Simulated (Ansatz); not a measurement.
Species: CH6BN, SMILES `BNC` (H–B–N–C torsion 180°) (charge 0, multiplicity 1), formula CH6BN.

Q: How many basis functions does frozen-core CCSD(T)/cc-pVTZ // M06-2X/def2-TZVP (Ansatz, an electronic-structure program) use, how many core orbitals are frozen, and how many electrons are correlated?

A: 174 basis functions and 3 frozen orbitals, which leaves 18 correlated electrons. Core time is of the order of seconds.
